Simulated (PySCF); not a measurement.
An equivalent PySCF input for Ne (neon, neutral), [Ne], closed-shell 1S, with the spin-free X2C one-electron Hamiltonian (Gaussian nucleus):

```python
from pyscf import gto, scf, dft, mp, cc
import basis_set_exchange as bse
mol = gto.M(atom="Ne 0 0 0", charge=0, spin=0, symmetry="D2h",
            basis=gto.basis.parse(bse.get_basis("Sapporo-DZP-2012", elements=["Ne"], fmt="nwchem", header=False)),
            nucmod="G")
mf = dft.UKS(mol, xc="TPSS").sfx2c1e()
mf.irrep_nelec = {'Ag': (2, 2), 'B1u': (1, 1), 'B2u': (1, 1), 'B3u': (1, 1)}
mf.kernel()
```

It reaches the same state as the run whose output follows, with an energy that differs only through the grid. The run itself started from symmetry-adapted Hartree-Fock orbitals and held the occupation by maximum overlap, on a logarithmic radial grid, so the iterations belong to that start.

```
SCF conv_tol = 1e-09
number electrons alpha = 5  beta = 5
XC functionals = TPSS
    J. Tao, J. P. Perdew, V. N. Staroverov, and G. E. Scuseria.,  Phys. Rev. Lett. 91, 146401 (2003)
    J. P. Perdew, J. Tao, V. N. Staroverov, and G. E. Scuseria.,  J. Chem. Phys. 120, 6898 (2004)
    J. Tao, J. P. Perdew, V. N. Staroverov, and G. E. Scuseria.,  Phys. Rev. Lett. 91, 146401 (2003)
    J. P. Perdew, J. Tao, V. N. Staroverov, and G. E. Scuseria.,  J. Chem. Phys. 120, 6898 (2004)
cycle= 1 E= -129.033092335302  delta_E= -0.00159  |g|= 0.00289  |ddm|= 0.0191
cycle= 2 E= -129.033092432281  delta_E= -9.7e-08  |g|= 0.00173  |ddm|= 0.00142
cycle= 3 E= -129.033092972463  delta_E= -5.4e-07  |g|= 0.00078  |ddm|= 0.00101
cycle= 4 E= -129.033093095655  delta_E= -1.23e-07  |g|= 2.24e-06  |ddm|= 0.000303
cycle= 5 E= -129.033093095656  delta_E= -1.14e-12  |g|= 1.07e-08  |ddm|= 9.25e-07
converged SCF energy = -129.033093095656  <S^2> = -6.2172489e-15  2S+1 = 1
```
